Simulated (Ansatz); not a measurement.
## Pulling the pair apart

The pair of Li⁺ (SMILES [Li+], atom 1) and C₂H₆ (SMILES CC, atoms 2–9), both closed shells, in one local arrangement (a lower one may exist), relaxed at PBE0-D4/def2-TZVP:

```tsv
atom	x (Å)	y (Å)	z (Å)
Li1	0.1400	0.2443	-1.8628
C2	0.2067	0.6729	0.4320
C3	-0.2366	-0.7228	-0.0109
H4	0.4710	1.3986	-0.3621
H5	-0.5821	1.1615	1.0030
H6	1.0962	0.6109	1.0581
H7	-0.4645	-1.3306	0.8638
H8	0.5449	-1.2995	-0.5326
H9	-1.1756	-0.7353	-0.5886
```

C₂H₆ is shifted rigidly along the line between the mean atom positions of the two fragments (negative: closer). Counterpoise interaction energies in kcal/mol. Program: Ansatz 0.2.0. Basis: def2-TZVPPD. Cores are frozen in the correlated methods. The outer core shell of Li, Na, Mg and K is correlated.

```json
{"shift (Å)": "-0.21", "PBE-D4": "-17.50", "HF": "-13.49", "r2SCAN-D4": "-15.66"}
{"shift (Å)": "-0.11", "PBE-D4": "-19.03", "HF": "-15.37", "r2SCAN-D4": "-17.29"}
{"shift (Å)": "0.00", "PBE-D4": "-19.56", "HF": "-16.05", "r2SCAN-D4": "-17.79"}
{"shift (Å)": "0.11", "PBE-D4": "-19.19", "HF": "-15.93", "r2SCAN-D4": "-17.49"}
{"shift (Å)": "0.25", "PBE-D4": "-17.89", "HF": "-14.98", "r2SCAN-D4": "-16.33"}
{"shift (Å)": "0.53", "PBE-D4": "-14.98", "HF": "-12.24", "r2SCAN-D4": "-13.35"}
{"shift (Å)": "1.06", "PBE-D4": "-10.13", "HF": "-7.34", "r2SCAN-D4": "-8.27"}
{"shift (Å)": "2.12", "PBE-D4": "-3.65", "HF": "-2.67", "r2SCAN-D4": "-3.13"}
```

Problem. What does CCSD(T) give at these shifts? (Judge from chemistry; the value comes from the calculation.)

Solution. Computed: -14.42, -16.21, -16.82, -16.64, -15.62, -12.75, -7.63, -2.74 kcal/mol. For zero shift, CCSD(T) at an estimated basis limit (MP2 extrapolated from triple and quadruple zeta, plus CCSD(T) − MP2 in triple zeta) gives -17.66 kcal/mol. These are counterpoise interaction energies, counted from the two frozen fragments.

No T1 diagnostic of these runs exceeds 0.008.

For scale, one of the runs: CCSD(T)/def2-TZVPPD, 198 basis functions, launched by `ansatz run in.yaml --threads 2 --pin off --events-out ev --progress --plain --max-ram 5222MiB`. The run took 32 s on 2 CPU threads (shared host), with 2.4 GiB of host memory at its peak.
